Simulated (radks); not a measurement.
Results of a calculation; reference values are marked as such.
Cd, configuration [Kr] 4d10 5s2. Code: a radial shooting solver on a logarithmic mesh with Libxc functionals. Model: scalar-relativistic Kohn-Sham, r2SCAN, spin-unpolarised, spherical densities, finite nucleus; meta-GGA in the generalised Kohn-Sham scheme; Fermi nuclear charge, rms radius 4.6087 fm. Some entries of the table are withheld. Estimate them.

orbital,occ.,eigenvalue (eV),r(max) (bohr)
1s,2,-26576.10,0.01968
2s,2,(1),0.1112
2p,6,(2),0.08901
3s,2,(3),0.3234
3p,6,-608.6580,0.3168
3d,10,(4),(5)
4s,2,-108.9224,(6)
4p,6,-69.0571,0.8465
4d,10,-12.1946,0.9799
5s,2,-5.8495,2.350

Answer. 
(1) 2s eigenvalue (eV): -3960.126
(2) 2p eigenvalue (eV): -3550.472
(3) 3s eigenvalue (eV): -744.0941
(4) 3d eigenvalue (eV): -397.1864
(5) 3d r(max) (bohr): 0.2664
(6) 4s r(max) (bohr): 0.7970
